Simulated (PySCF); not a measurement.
A GIAO shielding run with PySCF 2.14 (density fitting, non-relativistic, gas phase) on SMILES F[C@@H]([SiH3])C[SiH2][SiH2]S[SiH3], C$_{2}$H$_{13}$FSSi$_{4}$:

```
$ OMP_NUM_THREADS=1 python probes_run.py task.json out

{"job": {"kind": "nmr", "xc": "PBE0", "basis": "pcSseg-1"}, "charge": 0, "multiplicity": 1}
F     -0.933690     1.237155    -1.276875
C     -1.925860     0.859007    -0.360063
Si    -3.632348     1.153163    -1.198019
C     -1.676416    -0.577274     0.065345
Si     0.078552    -0.840894     0.779341
Si     1.651297    -0.244923    -0.811845
S      3.509872    -1.316409    -0.454159
Si     4.225303    -0.517789     1.386209
H     -1.775129     1.528255     0.495630
H     -3.716437     2.558752    -1.584974
H     -3.706921     0.272913    -2.362121
H     -4.650661     0.810665    -0.204718
H     -1.833484    -1.234282    -0.791518
H     -2.431728    -0.837483     0.805961
H      0.127611    -2.239603     1.231041
H      0.145478    -0.017364     2.003086
H      2.032525     1.167694    -0.804080
H      1.383401    -0.655585    -2.185525
H      5.467801    -1.231344     1.614339
H      4.428099     0.918973     1.235461
H      3.223814    -0.776682     2.417011
```

Hardware: 1 thread of an Arm Neoverse V1, shared host. The job also computes population analyses, field gradients.

Problem. How large is the calculation?

Solution. 106 electrons, 236 basis functions and 1346 auxiliary functions.

Problem. How long does it take, and how much memory does it need?

Solution. 69 s of wall time, with 12 SCF cycles and 4 response iterations; peak memory 1.1 GiB. Times on a shared host scatter by some tens of per cent.
